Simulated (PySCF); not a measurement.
# Cost of response and excited-state runs on SMILES [C-]#[N+]C1=CC=C[SiH2]1, C$_{5}$H$_{5}$NSi

Structure with atom numbers: `[C-:1]#[N+:2][C:3]1=[CH:4][CH:5]=[CH:6][SiH2:7]1`; H(Xn) means a hydrogen on atom n.

PySCF with density fitting, on 1 thread of an Intel Xeon 6975P-C, shared host. Command: `OMP_NUM_THREADS=1 python excited_run.py task.json out`

How long does each of these runs take, and how much memory?
- first hyperpolarisability, CAM-B3LYP/def2-SVPD; wavelengths [1907, 1064] nm; writes grids
- excited states, PBE0/def2-TZVP; Tamm-Dancoff; spin-orbit couplings; 5 states; 6 triplets; quadratic response for 4 states; writes grids
- excited states, wB97X-D/def2-SVPD; two-photon moments; 6 states; quadratic response for 5 states; 0 triplets


```csv
run,level,basis functions,wall time,peak memory (GiB)
first hyperpolarisability,CAM-B3LYP/def2-SVPD,184,24 s,0.84
excited states,PBE0/def2-TZVP,253,43 s,0.89
excited states,wB97X-D/def2-SVPD,184,20 s,0.79
```
Times from a shared host are rough.
